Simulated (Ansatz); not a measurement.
Geometry optimisation, DFT PBE, scalar-relativistic, plane waves, PAW (Ansatz 0.2.0).

Input:

```yaml
crystal:
  lattice:
    - [5.52, 0.0, 0.0]
    - [2.76, 4.78046, 0.0]
    - [0.0, 0.0, 16.4574]
  atoms:
    - { symbol: Re, position: [0.0, 0.0, 0.0607629] }
    - { symbol: Re, position: [0.5, 0.0, 0.0607629] }
    - { symbol: Re, position: [0.0, 0.5, 0.0607629] }
    - { symbol: Re, position: [0.5, 0.5, 0.0607629] }
    - { symbol: Re, position: [-0.1666667, 0.3333333, 0.1961853] }
    - { symbol: Re, position: [0.3333333, 0.3333333, 0.1961853] }
    - { symbol: Re, position: [-0.1666667, 0.8333333, 0.1961853] }
    - { symbol: Re, position: [0.3333333, 0.8333333, 0.1961853] }
    - { symbol: Re, position: [0.0, 0.0, 0.3316077] }
    - { symbol: Re, position: [0.5, 0.0, 0.3316077] }
    - { symbol: Re, position: [0.0, 0.5, 0.3316077] }
    - { symbol: Re, position: [0.5, 0.5, 0.3316077] }
    - { symbol: Ga, position: [0.1431691, 0.6687101, 0.4750082] }
basis:
  ecutwfc: 420.0
kpoints:
  mp_grid: { grid: [4, 4, 1] }
hamiltonian:
  xc: pbe
scf:
  occupations: { method: gaussian, width: 0.15 }
  lower_state_search: "off"
relax:
  f_tol: 0.03
  max_steps: 60
  adjacent_minimum: "off"
  constraints: [{ sites: [0, 1, 2, 3] }]
output:
  write_density: true
  write_potential: true
  elf: true
  volumetric_format: npy
```

Run as:

```bash
$ ansatz run input.yaml --threads 4 --pin off --max-ram 10240MiB --backend cpu --events-out ev --progress --plain --runs-dir out
```

Q: Where does it end, and by what steps?

A: The forces met the threshold. The force dipped under the threshold on the way, but the program's further checks kept it going. Limits of this set-up: coarse k mesh, thin slab, slab without dipole correction, a typed lattice constant that wasn't relaxed here. After 5 steps the energy has fallen by 0.298 eV; Ga13 moved furthest, 0.42 Å.

```csv
step,energy less start (eV),largest force component (eV/Å),accepted
0,0.0000,0.785,yes
1,-0.1948,0.645,yes
2,-0.2867,0.243,yes
3,-0.2960,0.112,yes
4,-0.2976,0.016,yes
5,-0.2976,0.016,yes
```

```xyz
13
Lattice="5.5200 0.0000 0.0000 2.7600 4.7805 0.0000 0.0000 0.0000 16.4574" Properties=species:S:1:pos:R:3
Re 0.000 0.000 1.000
Re 2.760 0.000 1.000
Re 1.380 2.390 1.000
Re 4.140 2.390 1.000
Re 0.000 1.593 3.155
Re 2.758 1.593 3.166
Re 1.379 3.983 3.167
Re 4.140 3.985 3.165
Re 0.000 0.041 5.362
Re 2.762 0.000 5.332
Re 1.342 2.369 5.363
Re 4.172 2.372 5.360
Ga 2.753 3.188 7.415
```

Whether the end is a true minimum wasn't checked by a vibrational analysis.

Run time: 36 s on 4 threads of INTEL(R) XEON(R) PLATINUM 8581C CPU @ 2.30GHz (Emerald Rapids), with other jobs on the host, peak memory 1.7 GiB.
